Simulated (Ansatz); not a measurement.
A further run on the cluster TlH2 (the lowest doublet isomer of a short search).

```yaml
crystal:
  periodic: [false, false, false]
  atoms:
    - {symbol: Tl, position_ang: [0.408321, -0.369006, -0.091659]}
    - {symbol: H, position_ang: [-0.534235, -0.525782, 1.434923]}
    - {symbol: H, position_ang: [0.125914, 0.894788, -1.343263]}
basis:
  gaussian: {orbitals: def2-mTZVP, point_charges: [{charge: 2.00, position_ang: [3.395, -0.381, 0.915]}]}
magnetization: {spin_polarized: true, initial_magnetization: 1}
hamiltonian: {xc: {name: BHLYP}, dispersion: d4, pseudopotentials: {relativity: scalar}}
scf: {omitted_lower_state_checks: [starts]}
output: {forces: true}
```

```sh
$ ansatz run in.yaml --threads 4 --pin off --events-out ev --progress --plain --max-ram 3916MiB
```

Output, abridged:

```
Functional definition: BHLYP
516 factors; integrals over basis functions are off by at most 1.0e-4 eV
mean field evaluation 1: about -4723.8508 eV, gradient 8.1e0 eV
mean field evaluation 2: about -4724.3394 eV, gradient 4.5e0 eV
mean field evaluation 4: about -4724.4830 eV, gradient 4.1e-1 eV
mean field evaluation 8: about -4724.4836 eV, gradient 4.9e-2 eV
mean field evaluation 16: about -4724.4839 eV, gradient 1.6e-3 eV
mean field -4724.48393276 eV, -173.6215821586 hartree, gradient 2.1e-5 eV, S^2 0.786117; 0 other end points of the search recorded, 0 dependent functions left out
reference -4724.48408345 eV, -173.6215876964 hartree; 12, 11 occupied and 30, 31 virtual orbitals, 516 factors
Total energy: -4724.52146386 eV, -173.6229614013 hartree
Relativity: scalar
Atom 0 at     0.408321    -0.369006    -0.091659 Å, force     3.223037     1.932941     1.405093 eV/Å
Atom 1 at    -0.534235    -0.525782     1.434923 Å, force     0.511036    -0.709311    -0.108515 eV/Å
Atom 2 at     0.125914     0.894788    -1.343263 Å, force     0.480358    -1.090070     0.089749 eV/Å
Dipole moment:    -1.615236    -0.045863    -0.489087 e Å
Checks for a lower state left out: starts
```

It took 0.6 s on 4 threads of Intel Xeon on a shared host.

In the def2 sets Tl takes a core potential; there is no spin–orbit coupling.
